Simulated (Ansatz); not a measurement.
C3H2, SMILES `[C]1C=C1` (charge 0, multiplicity 1).

Level of theory: CAM-B3LYP/cc-pVTZ // PBE0-D3(BJ)/def2-TZVP in Ansatz (an electronic-structure program).

Ansatz 0.2 input:
```yaml
crystal:
  periodic: [false, false, false]
  atoms:
    - { symbol: C, position_ang: [-0.020542, 1.213279, 0.065228] }
    - { symbol: C, position_ang: [-0.617668, -0.044034, -0.169878] }
    - { symbol: C, position_ang: [0.618837, -0.024978, 0.290148] }
    - { symbol: H, position_ang: [-1.485633, -0.595179, -0.498375] }
    - { symbol: H, position_ang: [1.505007, -0.549087, 0.614256] }
basis:
  gaussian: { orbitals: cc-pVTZ }
hamiltonian:
  xc: cam_b3lyp
```

Output:

```
Functional definition: CAM-B3LYP
612 factors; their error is unknown
159 factors; integrals over basis functions are off by at most 1.2e-5 eV
mean field evaluation 1: about -3135.4879 eV, gradient 3.4e1 eV
mean field evaluation 2: about -3136.7566 eV, gradient 2.5e1 eV
mean field evaluation 4: about -3138.1959 eV, gradient 1.1e0 eV
mean field evaluation 8: about -3138.1939 eV, gradient 2.2e-1 eV
mean field evaluation 16: about -3138.1940 eV, gradient 1.9e-5 eV
mean field -3138.19399099 eV, -115.3265020246 hartree, gradient 1.9e-5 eV, S^2 0.000000; 0 other end points of the search recorded, 0 dependent functions left out
reference -3138.19408468 eV, -115.3265054675 hartree; 10, 10 occupied and 108, 108 virtual orbitals, 612 factors
Total energy: -3138.19408468 eV, -115.3265054675 hartree
```
